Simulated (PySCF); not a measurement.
C₄H₄N₂O₃S.
Cartesian coordinates in Å at the GFN2-xTB level; atoms count from 1:
```
atom  x, y, z in Å
O1     2.598    0.060   -1.490
S2     2.058   -0.192   -0.199
O3     2.615    0.460    0.945
O4     2.080   -1.771    0.063
C5     0.288    0.112   -0.248
C6    -0.300    0.834   -1.272
N7    -1.606    1.056   -1.273
C8    -2.309    0.558   -0.268
C9    -1.710   -0.174    0.753
N10   -0.402   -0.392    0.756
H11    2.044   -1.934    1.008
H12    0.285    1.225   -2.091
H13   -3.373    0.751   -0.288
H14   -2.270   -0.593    1.576
```

Theory: wB97X-D/def2-SVPD in PySCF (dipole) on a GFN2-xTB geometry, gas phase.

Take the most abundant isotopes and a rigid rotor. The values belong to one conformer with, in the numbering `[O:1]=[S:2](=[O:3])([OH:4])[c:5]1[cH:6][n:7][cH:8][cH:9][n:10]1`, O1–S2–O4–H 159°, O1–S2–C5–C6 -17°.

Give the principal moments of inertia and the rotational constants in cm⁻¹.

Ia = 183.28, Ib = 584.49, Ic = 669.43 u·Å²; 505379 MHz·u·Å²/I gives 2757, 864.6 and 754.9 MHz, that is A = 0.09198, B = 0.02884, C = 0.02518 cm⁻¹.

What kind of rotor is it?

An asymmetric top; Ray's κ = -0.890.

What does the inertial defect say?

Not planar: Δ = Ic − Ia − Ib = -98.35 u·Å². For a rigid frame Δ = −2 Σ m c², so Σ m c² = 49.17 u·Å² lies off the ab plane: 0.56 from hydrogen and 48.61 from heavier atoms. The atom farthest from that plane is 1.30 Å away.

Give the other two planar moments, Paa and Pbb, and the rms extents of the mass along the axes.

Paa = Σ m a² = (Ib + Ic − Ia)/2 = 535.32 and Pbb = Σ m b² = (Ia + Ic − Ib)/2 = 134.11 u·Å². With the mass M = 159.99 u, the rms extents √(P/M) along a, b and c are 1.83, 0.92, 0.55 Å.

Where do the levels up to J = 3 lie, in MHz?

Above 0(0,0):
J = 1: 1(0,1) 1620, 1(1,1) 3512, 1(1,0) 3622
J = 2: 2(0,2) 4854, 2(1,2) 6642, 2(1,1) 6971, 2(2,1) 12649, 2(2,0) 12654
J = 3: 3(0,3) 9694, 3(1,3) 11333, 3(1,2) 11991, 3(2,2) 17508, 3(2,1) 17531, 3(3,1) 27249, 3(3,0) 27249
Those of J = 1 are B + C, A + C and A + B.

Which types of transition are allowed, and where do some lines up to J = 3 fall?

The dipole components are |μa| = 3.99 D, |μb| = 2.73 D, |μc| = 0.89 D. Intensities carry the squares of the components, which stand as 1.00 : 0.47 : 0.05 (a : b : c). Some lines, for components of 0.1 D or more:

```
type  branch         J(Ka,Kc)    MHz  lower level (cm⁻¹)
   a       Q  3(1,2) ← 3(1,3)    658               0.378
   b       Q  1(1,0) ← 1(0,1)   2002               0.054
   b       Q  3(1,2) ← 3(0,3)   2297               0.323
   a       R  2(1,2) ← 1(1,1)   3129               0.117
   a       R  2(0,2) ← 1(0,1)   3235               0.054
   b       R  1(1,1) ← 0(0,0)   3512               0.000
   c       R  1(1,0) ← 0(0,0)   3622               0.000
   a       R  3(1,3) ← 2(1,2)   4691               0.222
   a       R  3(2,2) ← 2(2,1)   4859               0.422
   a       R  3(2,1) ← 2(2,0)   4877               0.422
   b       R  2(1,2) ← 1(0,1)   5022               0.054
   c       Q  2(2,1) ← 2(1,1)   5678               0.233
   b       Q  2(2,0) ← 2(1,1)   5683               0.233
   b       R  3(1,3) ← 2(0,2)   6479               0.162
   b       R  2(2,1) ← 1(1,0)   9027               0.121
   b       Q  3(3,1) ← 3(2,2)   9741               0.584
   b       R  3(2,2) ← 2(1,1)  10537               0.233
   c       R  3(2,1) ← 2(1,1)  10560               0.233
   c       R  3(2,2) ← 2(1,2)  10866               0.222
   c       R  3(3,0) ← 2(2,0)  14595               0.422
```

Estimate the classical rotational partition function at 25 K, 50 K and 100 K.

Point group C1, symmetry number σ = 1; q = (√π/σ)·√((kT/h)³/(ABC)), k/h = 20836.6 MHz/K: 15700 at 25 K, 44400 at 50 K, 126000 at 100 K.

No frequency check. No vibrational averaging or centrifugal distortion is included, and the geometry carries the error of its method. Quadrupole hyperfine structure (14N) is left out.
